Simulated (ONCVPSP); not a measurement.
Pseudopotential generation for Se: ONCV, PBE, scalar-relativistic.

Se (Z = 34), optimised norm-conserving Vanderbilt (ONCV), made with ONCVPSP 4.0.1 (PBE, scalar-relativistic). Core [Ar], reference 3d10 4s2 4p3 (charge +1). Waves: 4s: rc 1.40 bohr, ncon 5, nbas 8, qcut 5.2 1/bohr, 2 projectors, debl 0.3 Ha; 4p: rc 1.55 bohr, ncon 3, nbas 6, qcut 4.5 1/bohr, 2 projectors, debl 2.5 Ha; 3d: rc 0.55 bohr, ncon 4, nbas 8, qcut 20.3 1/bohr, local. Local part: the d channel. Core correction: Teter function, fcfact 4.25, rcfact 1.6.

In the s channel the program set the typed energies aside and used -0.987, 0.250 Ha.

All-electron outer shells of the reference configuration (PBE, scalar-relativistic, ld1.x):

```
shell  level (eV)  outermost node (bohr)  outermost maximum (bohr)
   3s     -224.02                   0.24                      0.50
   3p     -163.48                   0.21                      0.50
   3d      -63.61                      –                      0.45
   4s      -26.86                   0.70                      1.49
   4p      -15.41                   0.74                      1.75
```

Estimate the cutoffs (Ha) at which the residual kinetic energy of the hardest occupied pseudo-wave falls to 1 and 0.1 mHa per electron.

492 Ha and 786 Ha.

Does the potential have ghost states?

Ghosts flagged at negative energy: s at -191.3 eV, p at -333.0 eV; GHOST(+) flagged for s at 306.5 eV. A true bound ghost makes a file unfit for plane-wave use.

Which valence shell sets the plane-wave cutoff?

3d: 492 Ha for 1 mHa per electron, against 59 Ha for 4s.

Tests: 3d10 4s2 4p4; 3d10 4s2 4p2; 3d10 4s2 4p1; 3d9 4s2 4p5. Which has the largest error in its energy relative to the reference configuration, and how large is it?

3d9 4s2 4p5, with -944 meV (all-electron minus pseudo) on +40.83 eV.
